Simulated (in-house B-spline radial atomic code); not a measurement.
The numbers below are computed, except where a source is named.
## Be in an electron gas of r_s = 4: phase shifts, screening and friction

A nucleus sits in a uniform electron gas with a rigid positive background. The Kohn-Sham equations are solved self-consistently in the spin-unpolarised LDA (PW92), non-relativistic, on B-splines with outgoing waves at the boundary and partial waves to l = 8. The model has no lattice, no bands and no magnetic solution. Atomic units; δ_l are the phase shifts at the Fermi level, counted so that each bound state adds π, and good to about 0.0005.

The density parameter is r_s = 4 bohr.

```csv
l,δ_l (rad)
0,4.2874
1,0.7302
2,-0.0349
3,-0.0038
4,0.0006
5,-0.0001
6,0.0000
7,-0.0001
8,0.0000
```

Bound levels below the band bottom (hartree): s -3.577, s -0.01076.

Q: Check the Friedel sum rule, and say where the screening charge sits.

A: k_F = (9π/4)^(1/3)/r_s = 0.47979. The rule is Z = (2/π) Σ (2l + 1) δ_l. The terms are s 2.729, p 1.395, d -0.111, f -0.017 and 0.002 beyond, in all 3.998 against Z = 4. Bound states hold 4 s, 0 p, 0 d electrons, so the scattering states carry 0.00 in all; where a term is smaller than its bound count, the bound level has drawn weight out of the band.

Q: Find the transport cross section and the electronic stopping of a 0.5 keV Be ion (mass 9.01 u).

A: σ_tr = (4π/k_F²) Σ (l + 1) sin²(δ_l − δ_(l+1)). The terms for l = 0 to 3 are 0.1630, 0.9594, 0.0029, 0.0001, all together 1.1254, so σ_tr = 54.589 × 1.1254 = 61.435 bohr². With n = 3/(4π r_s³) = 0.00373, the friction coefficient is Q = n k_F σ_tr = 0.1100. For v well below v_F = 0.480, dE/dx = Q v; with 24801 eV per u at v = 1, v = √(500/(24801 × 9.01)) = 0.0473, so dE/dx = 0.00520 hartree/bohr = 2.67 eV/nm. The largest term couples the p and d waves.
